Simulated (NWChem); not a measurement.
A series in which one site is exchanged, each optimised at PBE0/def2-SVP with NWChem, gas phase unless a solvent is named. All stand in one matching conformer (torsions within 35°), which need not be the lowest. Some are not confirmed as minima by frequencies. def2 effective core potentials on Zr, Hf; no spin-orbit coupling.

A: [NH2][Hf]([F])([F])[F] (HfNH2F3; site = Hf)
B: F[Si](F)(N)F (SiNH2F3; site = Si)
C: [NH2][Ge]([F])([F])[F] (GeNH$_{2}$F$_{3}$; site = Ge)
D: [NH2][Zr]([F])([F])[F] (ZrNH2F3; site = Zr)

### Question
Rank them by dipole (D), PBE0/def2-SVP, lowest first.

### Answer
A (2.61), D (2.69), B (3.11), C (3.53)
